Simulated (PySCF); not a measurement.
PSb3SeSeSe nortricyclane, PSb3Se3.
Bonds: P1–Se2, P1–Se5, P1–Se7, Se2–Sb3, Sb3–Sb4, Sb3–Sb6, Sb4–Se5, Sb4–Sb6, Sb6–Se7.

A GFN2-xTB structure was refined with PBE0-D3(BJ)/def2-SVP geometry optimisation, gas phase, def2 core potentials past Kr (PySCF 2.14.0). Its GFN2-xTB values:

```
     coordinate  GFN2-xTB
         P1–Se2   2.283 Å
        Se2–Sb3   2.586 Å
        Sb3–Sb4   2.992 Å
     P1–Se2–Sb3    103.6°
     Se2–P1–Se5    108.6°
    Se2–Sb3–Sb4     96.4°
    Sb4–Sb3–Sb6     60.9°
 Se2–P1–Se5–Sb4       53°
 Se2–P1–Se7–Sb6      -57°
Se2–Sb3–Sb4–Se5       -3°
 Sb3–Sb4–Se5–P1      -27°
```

Question: How do these coordinates change at the PBE0-D3(BJ)/def2-SVP level?

Answer: 
| coordinate | PBE0-D3(BJ)/def2-SVP (Å or °) | change |
| --- | --- | --- |
| Sb3–Sb4 | 2.857 | -0.135 |
| P1–Se2 | 2.242 | -0.041 |
| Se2–Sb3 | 2.568 | -0.018 |
| Se2–P1–Se5 | 105.2 | -3.4 |
| Se2–Sb3–Sb4 | 98.0 | +1.6 |
| Sb4–Sb3–Sb6 | 60.0 | -0.9 |
| P1–Se2–Sb3 | 104.3 | +0.7 |
| Sb3–Sb4–Se5–P1 | -30 | -3 |
| Se2–Sb3–Sb4–Se5 | 0 | +3 |
| Se2–P1–Se5–Sb4 | 55 | +2 |
| Se2–P1–Se7–Sb6 | -56 | +1 |

The energy falls by 3.4 kcal/mol over 5 energy and gradient evaluations, the largest force component goes from 0.0244 to 1.8e-04 Eh/bohr, and the atoms move by 0.058 Å rms after alignment. The bond that changes most is Sb3–Sb4 (both ends antimony bonded to 2 Sb and Se), which shortens by 0.135 Å. Bonds longer at the end by more than 0.005 Å: 3 of 9; shorter: 5. Rotational constants go from 245.4, 241.7, 233.6 to 252.7, 240.9, 240.6 MHz.

The run used 192 basis functions and 42 SCF cycles in all. Hardware: one thread of an Intel Xeon at 2.70 GHz (shared host). Cost: 4.8 min of wall time, 1.4 GiB resident at most.

Stationary, but not proved a minimum. One conformer, not necessarily the lowest.
